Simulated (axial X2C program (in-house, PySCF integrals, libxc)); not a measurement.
RhBr: from Re and ωe to a spectrum

A bond curve at the CCSD(T) level, two-component, was computed with an axial X2C code built on PySCF integrals (basis Rh dyall-cv3z [12s12p8d5f3g], Br dyall-cv3z [8s9p6d4f1g] (cores contracted in-house)) for the state Ω = 3 (⟨Sz⟩ = 0.98, ⟨Lz⟩ = 2.02 at HF). Its fit gives Re = 2.4020 Å, ωe = 257.1 cm⁻¹, ωexe = 0.616 cm⁻¹ and αe = 2.291e-04 cm⁻¹; the masses are 102.9055 and 78.9183 u. Two-component means X2C with spin–orbit coupling and atomic mean-field Coulomb and Gaunt terms.

Correlated methods: 16 electrons correlated (number of frozen shells: Rh 4 s, 3 p, 1 d; Br 3 s, 2 p, 1 d), 294 virtual spin orbitals or spinors in MP2, 140 natural virtuals in coupled cluster.

Question: Find the reduced mass, Be and the force constant.

Answer: From the CCSD(T) values: μ = 44.6648 u. Be = 16.8576/(μ Re²) = 0.06542 cm⁻¹. k = 5.8918×10⁻⁷ μ ωe² = 1.74 mdyn/Å.

Question: A Morse curve ties αe to the other constants (Pekeris). How well does that hold?

Answer: αe(Morse) = 6Be²/ωe × (√(ωexe/Be) − 1) = 2.066e-04 cm⁻¹; the CCSD(T) curve gives 2.291e-04 cm⁻¹, a ratio of 0.90.

Question: Where do the fundamental and the first overtone lie?

Answer: ν(1←0) = ωe − 2ωexe = 255.9 cm⁻¹; ν(2←0) = 2ωe − 6ωexe = 510.5 cm⁻¹.

Question: Estimate the centrifugal constant by the Kratzer relation.

Answer: D = 4Be³/ωe² = 1.69e-08 cm⁻¹.

The state is a single determinant with fixed occupations, the lowest that a limited PBE0 search found. CCSD and (T) use frozen natural virtuals with an MP2 correction for the truncation; (T) itself is uncorrected, so its De runs slightly low. Other states lie close and PBE0, whose exact exchange favours high spin, may order them wrongly; the determinant shown need not be the ground state. The nearest other 2c determinant of the search, Ω = 4, lies 0.21 eV up at the distance of the search. With several unpaired electrons one determinant need not be a pure state.
